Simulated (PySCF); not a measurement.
## Radial density of B (boron, neutral)

BP86, [He] 2s2 2p1, 2P determinant. All numbers are calculated (PySCF 2.14, the spin-free X2C one-electron Hamiltonian (Gaussian nucleus), in x2c-SVPall (3s2p1d, 14 functions)).

```json
{"r (bohr)": "0.00555", "4πr²ρ (e/bohr)": "0.02506", "4πr²(ρα − ρβ)": "0.0000"}
{"r (bohr)": "0.00933", "4πr²ρ (e/bohr)": "0.06988", "4πr²(ρα − ρβ)": "0.0001"}
{"r (bohr)": "0.0157", "4πr²ρ (e/bohr)": "0.1901", "4πr²(ρα − ρβ)": "0.0001"}
{"r (bohr)": "0.0264", "4πr²ρ (e/bohr)": "0.4883", "4πr²(ρα − ρβ)": "0.0004"}
{"r (bohr)": "0.0444", "4πr²ρ (e/bohr)": "1.142", "4πr²(ρα − ρβ)": "0.0009"}
{"r (bohr)": "0.0747", "4πr²ρ (e/bohr)": "2.404", "4πr²(ρα − ρβ)": "0.0018"}
{"r (bohr)": "0.126", "4πr²ρ (e/bohr)": "4.117", "4πr²(ρα − ρβ)": "0.0036"}
{"r (bohr)": "0.211", "4πr²ρ (e/bohr)": "5.131", "4πr²(ρα − ρβ)": "0.0097"}
{"r (bohr)": "0.355", "4πr²ρ (e/bohr)": "3.725", "4πr²(ρα − ρβ)": "0.0394"}
{"r (bohr)": "0.598", "4πr²ρ (e/bohr)": "1.365", "4πr²(ρα − ρβ)": "0.1352"}
{"r (bohr)": "1.01", "4πr²ρ (e/bohr)": "1.065", "4πr²(ρα − ρβ)": "0.3316"}
{"r (bohr)": "1.69", "4πr²ρ (e/bohr)": "1.441", "4πr²(ρα − ρβ)": "0.4182"}
{"r (bohr)": "2.84", "4πr²ρ (e/bohr)": "0.6382", "4πr²(ρα − ρβ)": "0.2195"}
{"r (bohr)": "4.78", "4πr²ρ (e/bohr)": "0.06355", "4πr²(ρα − ρβ)": "0.0340"}
{"r (bohr)": "8.05", "4πr²ρ (e/bohr)": "0.0001465", "4πr²(ρα − ρβ)": "0.0001"}
```

Densities and radii are taken from the X2C orbitals without a picture-change correction, which distorts them close to the nucleus.
